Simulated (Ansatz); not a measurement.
C2H5BO2 can be A, `BOC(C)=O`, or B, `COBC=O`.

Gas-phase electronic energies from Ansatz, PBE0-D4/def2-TZVP geometries. CCSD(T)/CBS is the MP2 limit (def2-TZVPP, def2-QZVPP) plus CCSD(T) − MP2 in def2-TZVPP, frozen cores. Functionals use def2-TZVPP. B3LYP here is the variant with VWN-RPA as its local correlation; programs differ in this. Each species was taken in one conformer, which may not be the lowest.

A:

```xyz
10

B     0.3458   -0.9793   -1.7268
O    -0.0275   -0.7832   -0.4294
C     0.3973    0.3026    0.3041
C    -0.5855    0.6396    1.3750
O     1.4372    0.8454    0.1003
H     0.0057   -2.0178   -2.2071
H     0.9372   -0.1310   -2.3207
H    -1.5577    0.8591    0.9286
H    -0.2311    1.4911    1.9497
H    -0.7213   -0.2265    2.0262
```

B:

Z-matrix (Å, degrees):
```
C
O 1 1.416
H 1 1.091 2 108.6
H 1 1.091 2 108.6 3 118.2
H 1 1.093 2 111.2 3 -120.9
B 2 1.336 1 122.7 3 121.0
C 6 1.599 2 115.9 1 180.0
H 6 1.199 2 122.2 1 -0.0
O 7 1.209 6 122.6 2 -180.0
H 7 1.117 6 118.2 2 0.0
```

**Question.** Which is lower in electronic energy at CCSD(T)/CBS, and by how much? (Best estimate.)

**Answer.** Computed: A, by 19.6 kcal/mol.

**Question.** Give E(B) − E(A) in kcal/mol with B2PLYP, B3LYP-D4, PBE-D4, BLYP-D4, LDA (SPW92), HF/def2-TZVPP, MP2/def2-TZVPP. (Best estimate.)

**Answer.** The calculation gave: B2PLYP 20.0, B3LYP-D4 19.7, PBE-D4 20.1, BLYP-D4 18.6, LDA (SPW92) 23.1, HF/def2-TZVPP 21.6, MP2/def2-TZVPP 21.3. None reverses the order clearly.

**Question.** Does the order hold for the free energy at 298.15 K (harmonic terms from PBE0-D4)? (Best estimate.)

**Answer.** Ansatz gave: Yes: G(B) − G(A) = +19.8 kcal/mol, for one conformer each. Modes under 60 cm⁻¹, often nearly free rotors, make the harmonic entropy too high.

Largest T1 diagnostic: 0.015.

Leaving LDA and LC-ωPBE aside and taking each functional with its dispersion term where it has one, the values, not all of them listed here, spread over 4.3 kcal/mol, from BLYP-D4 to r2SCAN0-D4. LDA lies +3.3 kcal/mol from PBE without D4. From BLYP to BHLYP (50 % exact exchange), in def2-TZVPP and without D4, E(B) − E(A) moves by +2.7 kcal/mol.
